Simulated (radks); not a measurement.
Numerical settings for neutral iodine, [Kr] 4d10 5s2 5p5. All-electron calculation, Dirac Kohn-Sham, PBEsol, spin-unpolarised, spherical densities, finite nucleus; open shells fill j = l - 1/2 first; Fermi nuclear charge, rms radius 4.75 fm. Program: a radial shooting solver on a logarithmic mesh with Libxc functionals. The defaults (mesh step 0.008 in ln r, mesh end at 40 bohr or more with all orbitals vanishing there, Anderson mixing 0.5 over 9 steps, residual threshold near 1e-9 with the energy settled to 1e-9 hartree or 1e-11 of itself, here a cap of 60 iterations) give E = -7115.8303 hartree and 5p3/2 at -6.739 eV in 12 iterations. Run on one thread of a shared host, so times are rough (Arm Neoverse V1): 0.12 s of CPU time, 0.12 s wall, 12 iterations on 2437 mesh points. Changes against that run (0 stands for a change within the tolerance of the run):

| setting | iterations | converged | E (mhartree) | e(5p3/2) (meV) | CPU (s) |
|---|---|---|---|---|---|
| mesh step in ln r 0.03 | 12 | yes | +0.00262 | 0 | 0.04 |
| mesh step in ln r 0.005 | 12 | yes | 0 | 0 | 0.19 |
| mesh step in ln r 0.2 | 4 | no | diverged | - | 0.01 |
| mesh end (bohr) 8 | 12 | yes | +1.38 | +70 | 0.11 |
| mesh end (bohr) 12 | 12 | yes | +0.00446 | +0.485 | 0.11 |
| residual threshold 1e-05 | 9 | yes | 0 | +0.158 | 0.11 |
| residual threshold 0.001 | 7 | yes | +0.000362 | +6.28 | 0.09 |
| mixing 0.05 | 15 | yes | 0 | 0 | 0.15 |
| linear mixing, mixing 1 | 60 | no | +3.2e+04 | -2.47e+05 | 0.74 |
| linear mixing, mixing 0.05 | 60 | no | +0.0945 | -194 | 0.47 |
| mixing history 3 | 16 | yes | 0 | 0 | 0.14 |
| iteration cap 3 | 3 | no | +2.27 | +605 | 0.05 |

Settings that end as converged yet miss the energy by more than 1 mhartree: mesh end (bohr) 8 (+0.00138 hartree). A mesh that ends early acts as a hard wall.
